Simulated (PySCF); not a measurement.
Isomers of C4H7F2NO, one GFN2-xTB conformer each. Single-point energies are computed at PBE0/pcSseg-1 (PySCF, gas phase, no added dispersion term), electronic only.

| SMILES | GFN2-xTB relative energy (kJ/mol) |
| --- | --- |
| [H]/N=C(\C)COC(F)F | 91.6 |
| CNC(=O)CC(F)F | 0.0 |

Conformers: `[H]/[N:3]=[C:2](\[CH3:1])[CH2:4][O:5][CH:6]([F:7])[F:8]` with C1–C2–C4–O5 -64°, C2–C4–O5–C6 -63°, C4–O5–C6–F7 -154°; `[CH3:1][NH:2][C:3](=[O:4])[CH2:5][CH:6]([F:7])[F:8]` with C1–N2–C3–O4 -3°, N2–C3–C5–C6 -80°, C3–C5–C6–F7 65°.

Problem. What does PBE0/pcSseg-1 give for the same structures?

Solution. 
```json
{"SMILES": "CNC(=O)CC(F)F", "PBE0/pcSseg-1 E (Eh)": "-485.76177", "PBE0/pcSseg-1 (kJ/mol)": "0.0", "GFN2-xTB (kJ/mol)": "0.0", "point group": "C1"}
{"SMILES": "[H]/N=C(\\C)COC(F)F", "PBE0/pcSseg-1 E (Eh)": "-485.72220", "PBE0/pcSseg-1 (kJ/mol)": "103.9", "GFN2-xTB (kJ/mol)": "91.6", "point group": "C1"}
```

Both levels put the same isomer lowest. As drawn, the lower has a C=O bond and a C(=O)–N unit, which the higher lacks; the higher has a C=N bond, which the lower lacks.

Problem. Which frontier levels, dipoles and rotational constants go with these structures?

Solution. 
| SMILES | HOMO (eV, PBE0/pcSseg-1) | LUMO (eV) | dipole (D) | A, B, C (MHz) |
| --- | --- | --- | --- | --- |
| CNC(=O)CC(F)F | -7.58 | 0.48 | 2.45 | 4007, 1176, 986.1 |
| [H]/N=C(\C)COC(F)F | -7.75 | -0.42 | 2.81 | 3720, 1287, 1220 |
